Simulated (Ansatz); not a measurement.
Basis-set extrapolation for H3O4Si− (`[O-][Si](O)(O)O`) (PBE0-D4/def2-TZVPD geometry, frozen core, Ansatz). Multiplicity 1, RHF reference.

```csv
,def2-TZVPPD,def2-QZVPPD
HF,-590.516622,-590.539191
MP2 correlation,-1.102621,-1.187244
CCSD(T) correlation,-1.146933,not run
```

Energies in hartree. Use E(X) = E(∞) + A·exp(−7.88·√X) for Hartree–Fock and E(X) = E(∞) + B·X^(−2.97) for correlation, with X = 3 and 4, and add CCSD(T) minus MP2 of the smaller set to the MP2 limit.

Q: What is the CCSD(T) energy at the basis-set limit?

A: HF limit: -590.539191 + (-0.022569) × 0.13774 = -590.54230. MP2 limit: -1.187244 + (-0.084623) × 0.74074 = -1.24993. Higher-order term: -1.146933 − (-1.102621) = -0.04431. Total: -591.83654 hartree, 4.71 eV below CCSD(T)/def2-TZVPPD.
